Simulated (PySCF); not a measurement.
Radial density of Pb (lead, neutral)

TPSSh, [Xe] 4f14 5d10 6s2 6p1 6d1, one real determinant (an excited configuration). Computed with PySCF 2.14 in aug-cc-pVQZ-PP with one added diffuse shell each of s, p, d, f, g type with ECP60MDF (8s8p6d4f3g, 117 functions), with scalar relativity through the core potential. This is the valence pseudo-density: the core potential removes the inner electrons and smooths the orbitals near the nucleus.

| r (bohr) | 4πr²ρ (e/bohr) | 4πr²(ρα − ρβ) |
| --- | --- | --- |
| 0.0132 | 1.283e-05 | 0.0000 |
| 0.0223 | 2.529e-05 | 0.0000 |
| 0.0375 | 4.157e-05 | 0.0000 |
| 0.0630 | 7.310e-05 | 0.0000 |
| 0.106 | 0.0003017 | 0.0000 |
| 0.178 | 0.003404 | 0.0000 |
| 0.300 | 0.09407 | 0.0004 |
| 0.504 | 3.561 | 0.0172 |
| 0.848 | 20.18 | 0.0459 |
| 1.43 | 10.34 | 0.0369 |
| 2.40 | 2.308 | 0.4417 |
| 4.04 | 0.3571 | 0.2452 |
| 6.79 | 0.1478 | 0.1472 |
| 11.4 | 0.05883 | 0.0588 |
| 19.2 | 0.001025 | 0.0010 |

⟨L²⟩ = 8.02 against 12 for a pure F term, so this real determinant mixes terms. Energies and moments cover only the electrons outside the core potential. Spin-orbit coupling, absent here, splits the open shell strongly. The outer electron is Rydberg-like, and this basis confines it to a smaller radius and binds it less than a complete one would.
